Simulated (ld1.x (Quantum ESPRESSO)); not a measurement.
**What the settings do to the TM potential of Mn**

Base potential:

```json
{"Element": "Mn", "Generator": "ld1.x (Quantum ESPRESSO) 7.5", "Type": "norm-conserving Troullier–Martins (Kleinman–Bylander form)", "Functional": "PBE", "Relativity": "scalar-relativistic", "Frozen core": "[Ar]", "Valence charge": "7", "Reference configuration": "3d5 4s1 4p1", "Partial waves": "4s (bound): rc 2.30 bohr; 4p (bound): rc 3.70 bohr; 3d (bound): rc 1.85 bohr", "Local potential": "the d channel", "Core correction": "none"}
```

Cutoffs, loose and tight: the cutoffs (Ry, on a coarse ladder) from which the occupation-weighted sum of valence levels, in a spherical-Bessel basis at the reference potential, stays within 10 and 1 mRy of its value at 400 Ry. They do not see the model core or the augmentation charge, which bear on the density cutoff. Test errors are all-electron minus pseudo excitation energies from the reference, over the configurations 3d5 4s2 4p0; 3d5 4s1 4p0; 3d5 4s0 4p0; 3d3 4s0 4p0; 3d5 4s0 4p2; 3d5 4s0 4p1; 3d5.5 4s1.5 4p0. A dash means not determined; rows that change the core or the reference have their own tests.

A true bound ghost makes a file unfit for plane-wave use even where its test errors are small: the radial tests pick states by their node count and pass the ghost by.

| change | outcome | cutoff, loose | cutoff, tight | bound ghosts | largest test error (meV) |
| --- | --- | --- | --- | --- | --- |
| base | generated | 80 Ry | 120 Ry | s, p | -112 |
| wave 3d (bound): rc 1.85 bohr becomes 3d (bound): rc 1.14 bohr | generated | 160 Ry | 180 Ry | s, p | -341 |
| core correction a·sin(br)/r model core inside 1.50 bohr | generated | 80 Ry | 120 Ry | s, p | -944 |
| reference 3d5 4s2 4p0 | generated | 80 Ry | 110 Ry | s, p | +136 |
| all radii scaled by about 1.26 (s 2.90, p 4.68, d 2.34 bohr) | generated | 50 Ry | 80 Ry | s | +487 |
| wave 4p (bound): rc 3.70 bohr becomes 4p (bound): rc 3.92 bohr | generated | 80 Ry | 120 Ry | s, p | -129 |
| wave 4s (bound): rc 2.30 bohr becomes 4s (bound): rc 3.32 bohr | generated | 80 Ry | 120 Ry | s, p | -476 |
| all radii scaled by about 1.37 (s 3.16, p 5.08, d 2.54 bohr) | generated | 45 Ry | 70 Ry | s | +774 |

Task: What comes out with this change to the base: wave 3d (bound): rc 1.85 bohr becomes 3d (bound): rc 2.62 bohr?

Result: outcome: generated; cutoff, loose: 45 Ry; cutoff, tight: 70 Ry; bound ghosts: s; largest test error (meV): +1267.
